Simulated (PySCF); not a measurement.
These are CAM-B3LYP-D3(BJ)/def2-TZVP (PySCF) values and carry that method's errors. All species are isolated molecules in the gas phase. 

Reference species (SMILES): `[NH2][AlH2]` (neutral, multiplicity 1).

| Item | Value |
|---|---|
| hole reorganisation energy (four-point) | 1.590 eV |
| HOMO | -9.02 eV |
| dipole moment | 1.26 D |

Changed species: `BN`.

**Question.** What does the change do to the hole reorganisation energy (four-point), HOMO and dipole moment?

**Answer.** the hole reorganisation energy (four-point) goes up by 0.841 eV, to 2.431 eV; the HOMO falls by 1.13 eV, to -10.15 eV; the dipole moment goes up by 0.69 D, to 1.95 D.
